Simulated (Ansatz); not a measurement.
`NB([SeH])CO`. The species carries charge 0 and has multiplicity 1. The structure was optimised at the PBE0-D4/def2-TZVP level. It is one conformer, not always the lowest.

```xyz
11

N    -0.449    0.782    1.048
B    -0.472   -0.118   -0.008
Se   -2.122   -0.815   -0.812
C     0.903   -0.628   -0.604
O     2.029    0.124   -0.151
H     0.438    1.059    1.439
H    -1.256    1.155    1.514
H    -3.046   -0.186    0.140
H     0.886   -0.688   -1.701
H     1.072   -1.656   -0.262
H     2.017    0.971   -0.603
```

What is the dipole moment at PBE/def2-TZVPP? (Estimate.)

Ansatz gave: 2.14 D, with components (-0.26, 1.93, 0.89) D in this frame, pointing from negative to positive charge.

And with r2SCAN, B3LYP, ωB97M-V? (Estimate.)

Ansatz gave: r2SCAN 2.19 D, B3LYP 2.12 D, ωB97M-V 2.16 D.

Give the Mulliken charges with PBE, r2SCAN, B3LYP in def2-TZVPP. (Best estimate.)

Computed: 
```csv
atom,PBE,r2SCAN,B3LYP
N1,-0.26,-0.31,-0.26
B2,0.01,0.06,0.05
Se3,-0.09,-0.09,-0.10
C4,-0.07,0.03,-0.02
O5,-0.33,-0.39,-0.37
H6,0.17,0.18,0.16
H7,0.17,0.17,0.15
H8,0.02,0.03,0.02
H9,0.09,0.06,0.09
H10,0.10,0.06,0.10
H11,0.19,0.20,0.19
```

B3LYP here is the variant with VWN-RPA as its local correlation; programs differ in this.
